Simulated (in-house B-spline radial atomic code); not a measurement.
## Binding energies in the copper ion Cu²⁺

NIST's tabulated ground configuration is [Ar] 3d9; each binding energy is the energy of the ion with one electron taken from that subshell, relaxed, less that of the parent. Computed with a B-spline radial code for spherical atoms: Dirac-Hartree-Fock, average of configuration, Fermi nucleus of rms radius 3.8823 fm. Energies include first-order Breit, QED and recoil terms.

```csv
subshell,X-ray name,binding energy (eV),-ε (eV),relaxation (eV)
1s,K,9016,9078.5,46.2
2s,L1,1136.8,1160.7,22.6
2p1/2,L2,989.3,1015.1,24.5
2p3/2,L3,969.3,994.3,24.2
3s,M1,161.1,166.8,5.5
3p1/2,M2,114.4,119.6,5.1
3p3/2,M3,111.8,116.8,4.9
3d,"M4,5",35.84,39.73,3.90
```

Relaxation = -ε minus the binding energy without Breit, QED and recoil terms.

Emission lines follow as differences of binding energies, with λ = 12398.42 eV·Å / E:

| line | holes | energy (eV) | wavelength (Å) |
| --- | --- | --- | --- |
| K-L3 | 1s → 2p3/2 | 8046.7 | 1.5408 |
| K-L2 | 1s → 2p1/2 | 8026.7 | 1.5446 |
| K-M3 | 1s → 3p3/2 | 8904.2 | 1.3924 |
| L1-M3 | 2s → 3p3/2 | 1025.0 | 12.096 |
| L3-M1 | 2p3/2 → 3s | 808.2 | 15.341 |

What screening constant σ does Moseley's law, E = (3/4)·13.6057 eV·(Z - σ)², need for K-L3?

σ = 0.92.

What does it cost to remove two 3s electrons?

347.34 eV, which is 25.08 eV more than the two single binding energies together.

What does it cost to remove both a 3s and a 3p3/2 electron?

293.8 eV, which is 20.89 eV more than the two single binding energies together.

What does it cost to remove both a 1s and a 2p3/2 electron?

10088 eV, which is 102.4 eV more than the two single binding energies together.
